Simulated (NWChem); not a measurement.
CH2F3Ga; SMILES [C](F)(F)(F)[GaH2]

```xyz
7

Ga    -0.0188    -1.1711     0.1178
C     -0.0048     0.8308    -0.1752
F      0.2183     1.4664     0.9939
F     -1.1540     1.3200    -0.6662
F      0.9699     1.2154    -1.0185
H     -1.3873    -1.9220     0.0430
H      1.3603    -1.8381     0.4285
```
Atoms are numbered in this order, from 1.

Level: PBE0/def2-SVP (NWChem), optimised geometry, unscaled harmonic frequencies. 

```tsv
frequency (cm⁻¹)	IR intensity (km/mol)
23	0.4
163	2.6
190	1.6
298	21.2
453	44.1
517	13.5
546	14.6
615	112.4
733	61.6
743	111.2
1143	229.9
1171	198.2
1223	208.3
2007	65.4
2021	215.4
```

```json
{
  "zero_point_energy": "16.9 kcal/mol",
  "thermal correction to the enthalpy at 298.15 K (with zero-point energy)": "21.5 kcal/mol",
  "heat capacity Cv": "20.3 cal/(mol K)",
  "entropy at 298.15 K and 1 atm (symmetry number 1)": "83.4 cal/(mol K)",
  "dipole_moment": "2.01 D"
}
```

Rigid rotor and harmonic oscillator; modes under 100 cm⁻¹ make the entropy uncertain.
